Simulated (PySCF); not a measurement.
Work out the structure from these simulated measurements.

Formula: C6H9P.

| Item | Value |
| --- | --- |
| Dipole | 0.84 D [wB97X-D/def2-SVPD] |
| 1H NMR | chemical shifts (computed TMS as zero) by class: 5.62 (2 H), 5.40 (2 H), 5.31 (2 H), 2.24 (2 H), 0.21 (1 H) ppm [GIAO PBE0/pcSseg-1] |
| 13C NMR | chemical shifts (computed TMS as zero) by class: 149.2 (2 C), 119.9 (2 C), 35.8 (2 C) ppm [GIAO PBE0/pcSseg-1] |
| UV, first state | lowest singlet excitation: 5.83 eV (213 nm, f = 0.392) [TDDFT wB97X-D/def2-SVPD] |
| Polarisability | 102.4 au [wB97X-D/def2-SVPD] |
| Rotational structure | rotational constants A, B, C: 3.401, 1.358, 1.053 GHz [GFN2-xTB] |

Gas-phase values; electronic properties from PySCF, density fitting. Levels stand in brackets. Isolated species at its GFN2-xTB geometry (one conformer only). Each NMR value is the plain mean over a class of atoms that symmetry, rotation or inversion makes alike.

Task: Propose a structure and show how it fits.

Result: Numbering: `[CH2:1]=[CH:2][C@@H:3]1[PH:4][C@H:5]1[CH:6]=[CH2:7]`. 6 carbons fall into 3 classes; from least to most shielded: alkene CH carbon [C2/C6] (149.2 ppm, 2 C), terminal =CH2 carbon [C1/C7] (119.9 ppm, 2 C), ring sp3 carbon bound to phosphorus [C3/C5] (35.8 ppm, 2 C). Hydrogen classes from least to most shielded: 2 H on 2 terminal =CH2 carbons, C1/C7 (5.62 ppm), 2 H on 2 alkene CH carbons, C2/C6 (5.40 ppm), 2 H on 2 terminal =CH2 carbons, C1/C7 (5.31 ppm), 2 H on 2 like atoms (sp3 carbon bound to phosphorus), C3/C5 (2.24 ppm), 1 H on a phosphine phosphorus, P4 (0.21 ppm). By its constants the optimised geometry is an asymmetric top. Structure: `P1[C@@H](C=C)[C@@H]1C=C`. Computed isomers that give other values at the same levels: `C#CCPC(=C)C` (13C chemical shifts (computed TMS as zero) by class: 155.0 (1 C), 125.5 (1 C), 84.6 (1 C), 77.2 (1 C), 24.7 (1 C), 16.3 (1 C) ppm); `Cc1c[pH]c(C)c1` (13C chemical shifts (computed TMS as zero) by class: 160.3 (1 C), 158.7 (1 C), 145.1 (1 C), 129.9 (1 C), 21.9 (1 C), 21.4 (1 C) ppm); `CC#CPC1CC1` (13C chemical shifts (computed TMS as zero) by class: 108.8 (1 C), 80.1 (1 C), 9.4 (1 C), 6.2 (1 C), 6.0 (2 C) ppm). The assignments are read from this structure; whether some other isomer fits the data as well wasn't checked. The mirror image fits equally.

The values belong to the conformer `[CH2:1]=[CH:2][C@@H:3]1[PH:4][C@H:5]1[CH:6]=[CH2:7]`: C1–C2–C3–P4 -135°, P4–C5–C6–C7 -128°.
